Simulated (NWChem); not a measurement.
System: C₄H₄N₂; SMILES C1=NC=NC1=C

The following NWChem deck was run.

```
start job
memory heap 200 mb stack 900 mb global 1100 mb
geometry units angstroms noautoz
  C      0.050600    -2.064596     0.000000
  C     -0.000995    -0.709992     0.000000
  C      1.126899     0.250291     0.000000
  N      0.667105     1.471729     0.000000
  C     -0.746817     1.281213     0.000000
  N     -1.187228     0.051360     0.000000
  H     -0.879025    -2.653842     0.000000
  H      1.015504    -2.593542     0.000000
  H      2.201930     0.008317     0.000000
  H     -1.412992     2.158842     0.000000
end
basis spherical
  * library 6-31g*
end
dft
  xc m06-l
  iterations 150
  mulliken
end
task dft energy
```

Geometry: optimised at PBE-D3(BJ)/def2-SVP.

Question: What results follow from this input? (M06-L/6-31G* (spherical d).) Quantities: energy (Ha); highest occupied level (eV); orbital gap (eV); dipole (D).

Answer: 
```json
{
  "energy (Ha)": "-264.25",
  "highest occupied level (eV)": "-6.47",
  "orbital gap (eV)": "3.04",
  "dipole (D)": "2.56"
}
```
